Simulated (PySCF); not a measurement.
Species: WS2(NH2)2 (singlet state).
Geometry (PBE0-D3(BJ)/def2-SVP, Å), atoms numbered from 1 in this order:
```
atom  x, y, z in Å
W1     0.4897    0.0016    0.3665
S2     0.3590    0.0159    2.4994
S3     2.4894   -0.0033   -0.3835
N4    -0.3837    1.5943   -0.2939
H5    -0.1448    2.0564   -1.1667
H6    -1.1395    2.0701    0.1905
N7    -0.3848   -1.5981   -0.2760
H8    -1.1416   -2.0713    0.2091
H9    -0.1437   -2.0656   -1.1454
```

Computed with PySCF 2.14.0, PBE0-D3(BJ)/def2-SVP geometry optimisation, gas phase, def2 core potentials past Kr.

Task: Which atoms are bound to W1, and at what distances?

Result: 4 atoms: N4 1.933 Å, N7 1.933 Å, S3 2.136 Å, S2 2.137 Å. The nearest atom not counted as bound is H9, at 2.64 Å (others tie with it).

Task: List the angles at W1.

Result: 
```json
{"angle": "S2–W1–S3", "degrees": "114.1", "distance of the outer atoms (Å)": "3.58"}
{"angle": "N4–W1–N7", "degrees": "111.3", "distance of the outer atoms (Å)": "3.19"}
{"angle": "S2–W1–N7", "degrees": "108.0", "distance of the outer atoms (Å)": "3.30"}
{"angle": "S2–W1–N4", "degrees": "107.9", "distance of the outer atoms (Å)": "3.29"}
{"angle": "S3–W1–N4", "degrees": "107.8", "distance of the outer atoms (Å)": "3.29"}
{"angle": "S3–W1–N7", "degrees": "107.8", "distance of the outer atoms (Å)": "3.29"}
```

Task: What is the shape at W1?

Result: Distorted tetrahedral: angles from 107.8° to 114.1°; τ4 = (360° − α − β)/141° = 0.95 with α and β the two widest (0 for a square, 1 for a tetrahedron).

Task: What are the other bond lengths?

Result: N4–H5 and 3 like bonds 1.016 Å.

Task: What are the rotational constants (commonest isotopes, rigid rotor)?

Result: A = 2394, B = 1703, C = 1528 MHz: an asymmetric top.

Point group: C2v (tolerance 0.08 Å). Charge 0, singlet. No PBE0-D3(BJ)/def2-SVP frequencies stand behind this structure, so it isn't proved a minimum.

Time: 77 s wall. Hardware: Arm Neoverse V1, one thread, on a shared host. That covers the optimisation of the geometry.
